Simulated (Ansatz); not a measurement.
Cost and result for the atomization energy of CH6FInOSi, SMILES `O[CH2][In]([F])[SiH3]` (11 atoms, 10 bonds).

```xyz
11

O    -0.397   -1.884   -1.817
C    -1.052   -0.647   -1.634
In   -0.252    0.627   -0.051
F    -1.089    2.407   -0.266
Si    1.378    0.686    1.934
H    -0.646   -2.479   -1.107
H    -2.134   -0.759   -1.494
H    -0.914   -0.074   -2.553
H     2.498    1.613    1.624
H     0.667    1.171    3.146
H     1.940   -0.662    2.218
```

The species carries charge 0 and has multiplicity 1. Correlated methods include outer-core shells of In, which these sets cover unevenly. In takes the def2 core potential. The geometry is a stationary point of PBE0-D4/def2-TZVP. It is one conformer, not always the lowest. Program: Ansatz. All runs use 4 threads of an Arm Neoverse V2 on a shared host. Times are those of one run each, without the atoms' runs, and a repeat can differ threefold. Electronic energies, without spin–orbit coupling; frozen cores. CCSD(T)/CBS adds CCSD(T) − MP2 in def2-TZVPP to the MP2 limit, and its time is that of the two runs behind it. T1 = 0.015. With those shells the extrapolation isn't a true limit. B3LYP takes the VWN-RPA correlation (the form of Gaussian; ORCA's B3LYP/G).

CCSD(T)/CBS is a level of theory with its own doubt, some kJ/mol a heavy atom from the limit and from the frozen cores, so smaller differences don't rank the functionals.

| level | functions | wall time | atomization (kJ/mol) | difference from CCSD(T)/CBS | per bond |
| --- | --- | --- | --- | --- | --- |
| PBE-D4/def2-TZVPP (with forces) | 269 | 2.7 s | 3517.2 | 26.5 | 2.6 |
| PBE0-D4/def2-TZVPP | 269 | 3.3 s | 3442.6 | -48.1 | -4.8 |
| B3LYP-D4/def2-TZVPP (with forces) | 269 | 5 s | 3451.3 | -39.4 | -3.9 |
| r2SCAN-D4/def2-TZVPP (with forces) | 269 | 5.5 s | 3479.2 | -11.5 | -1.2 |
| B2PLYP/def2-TZVPP | 269 | 6 s | 3418.0 | -72.7 | -7.3 |
| ωB97X-V/def2-TZVPP | 269 | 8.5 s | 3493.8 | 3.1 | 0.3 |
| ωB97M-V/def2-TZVPP (with forces) | 269 | 12 s | 3475.8 | -14.9 | -1.5 |
| MP2/def2-QZVPP | 503 | 20 s | 3489.2 | -1.5 | -0.2 |
| CCSD(T)/def2-TZVPP | 269 | 5.1 min | 3386.4 | -104.3 | -10.4 |
| CCSD(T)/CBS(def2) | – | 5.4 min | 3490.7 | 0.0 | 0.0 |

In def2-TZVPP, CCSD(T) changes the Hartree–Fock value by +935.4 kJ/mol (the triples alone add +54.0 kJ/mol) and MP2 by +975.5 kJ/mol; breaking electron pairs costs correlation energy, which Hartree–Fock lacks. From PBE to PBE0 (25 % exact exchange), in def2-TZVPP and without D4, the atomization energy moves by −71.8 kJ/mol: exact exchange takes away binding that semilocal exchange gives to molecules. The D4 term adds +31.5 kJ/mol with B3LYP and +16.7 kJ/mol with PBE0; it sums over pairs of atoms, weighted by their polarisabilities, and B3LYP, whose exchange is more repulsive, gets the larger term.

Spin–orbit coupling would lower the free In atoms strongly, and the atomization energy with them, by more than many differences here.
